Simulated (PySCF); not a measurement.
## How methods differ on the ionisation energy of Ce²⁺

Ce²⁺ [Xe] 4f2 (high-spin determinant) → Ce³⁺ [Xe] 4f1 (2F), as a difference of total energies. Computed with PySCF 2.14 in x2c-TZVPPall (11s7p7d4f2g, 113 functions), with the spin-free X2C one-electron Hamiltonian (Gaussian nucleus). Correlated levels: valence: [Kr] 4d10 frozen; valence and next inner shell: [Ar] 3d10 frozen. The calculations carry no spin-orbit coupling.

| method | ionisation energy (eV) |
| --- | --- |
| UHF | 17.985 |
| TPSSh | 20.931 |
| B2PLYP | 20.088 |
| HSE06 | 20.695 |
| MP2 (valence) | 19.097 |
| SCS-MP2 (valence) | 18.868 |
| MP2 (valence and next inner shell) | 19.246 |
| SCS-MP2 (valence and next inner shell) | 19.017 |

Q: How much does correlation contribute at MP2 (valence and next inner shell)?

A: 19.246 − (17.985) = 1.261 eV, measured against UHF.

The reference lies between the lowest fine-structure levels, while these numbers refer to the centres of the terms.

Errors of the correlated levels include the incompleteness of this basis and the frozen core.

The determinant of Ce²⁺ mixes LS terms, which raises its energy above the lowest term, most at the Hartree-Fock and MP2 levels.

For comparison: 20.197 eV (semi-empirical (NIST evaluation); NIST Atomic Spectra Database, ionization energies).
